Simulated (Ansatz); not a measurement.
Correlation energies of `[CH3][Ti]([OH])([F])[Cl]` by basis set

Cartesian coordinates in Å:
```
C -1.244 0.250 -0.397
Ti 0.765 0.053 -0.097
O 0.923 -0.943 1.345
F 1.387 -0.723 -1.541
Cl 1.548 2.095 0.168
H -1.695 0.722 0.480
H -1.411 0.869 -1.283
H -1.678 -0.743 -0.548
H 1.403 -1.580 1.872
```

Total charge 0; spin multiplicity 1. Correlated methods include outer-core shells of Ti, which these sets cover unevenly. Scalar relativity is left out up to krypton. The structure was optimised at the PBE0-D4/def2-TZVP level. It is one conformer, not always the lowest. Frozen core, restricted reference, the Gaussian-basis code of Ansatz.

| basis | HF (Eh) | MP2 corr. |
| --- | --- | --- |
| def2-SVP | -1522.14871 | -0.96669 |
| def2-TZVPP | -1522.70225 | -1.29468 |
| def2-QZVPP | -1522.74017 | -1.40494 |

(1) Estimate the CCSD correlation energy and the (T) correction in each basis where they were run (hartree).

Answers

(1) 
| basis | CCSD corr. | (T) |
| --- | --- | --- |
| def2-SVP | -0.99318 | -0.03808 |
| def2-TZVPP | -1.31776 | -0.06333 |
